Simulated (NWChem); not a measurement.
# AlH3S2O; SMILES [OH][Al]([SH])[SH]

```xyz
7

Al     0.4061    -0.0722    -0.0088
O      2.0851    -0.3096    -0.0131
H      2.7824     0.3464     0.0109
S     -0.8416    -1.8569    -0.0242
H      0.2407    -2.6680    -0.0242
S     -0.4802     1.9224     0.0093
H     -1.7471     1.4510     0.0224
```
Atoms are numbered in this order, from 1.

Level: PBE0/def2-SVP (NWChem), optimised geometry, unscaled harmonic frequencies. 

```json
[
 {"frequency (cm⁻¹)": "123", "IR intensity (km/mol)": "9.1"},
 {"frequency (cm⁻¹)": "142", "IR intensity (km/mol)": "73.3"},
 {"frequency (cm⁻¹)": "186", "IR intensity (km/mol)": "15.0"},
 {"frequency (cm⁻¹)": "210", "IR intensity (km/mol)": "21.9"},
 {"frequency (cm⁻¹)": "246", "IR intensity (km/mol)": "3.2"},
 {"frequency (cm⁻¹)": "292", "IR intensity (km/mol)": "108.7"},
 {"frequency (cm⁻¹)": "401", "IR intensity (km/mol)": "4.7"},
 {"frequency (cm⁻¹)": "509", "IR intensity (km/mol)": "121.8"},
 {"frequency (cm⁻¹)": "564", "IR intensity (km/mol)": "109.5"},
 {"frequency (cm⁻¹)": "635", "IR intensity (km/mol)": "33.3"},
 {"frequency (cm⁻¹)": "667", "IR intensity (km/mol)": "113.5"},
 {"frequency (cm⁻¹)": "902", "IR intensity (km/mol)": "104.0"},
 {"frequency (cm⁻¹)": "2713", "IR intensity (km/mol)": "2.1"},
 {"frequency (cm⁻¹)": "2715", "IR intensity (km/mol)": "0.7"},
 {"frequency (cm⁻¹)": "3997", "IR intensity (km/mol)": "131.2"}
]
```

```
Quantity                                                                            Value
-----------------------------------------------------------------------  ----------------
zero-point energy                                                           20.4 kcal/mol
thermal correction to the enthalpy at 298.15 K (with zero-point energy)     25.6 kcal/mol
heat capacity Cv                                                         23.1 cal/(mol K)
entropy at 298.15 K and 1 atm (symmetry number 1)                        83.9 cal/(mol K)
dipole moment                                                                      1.10 D
```

Rigid rotor and harmonic oscillator.
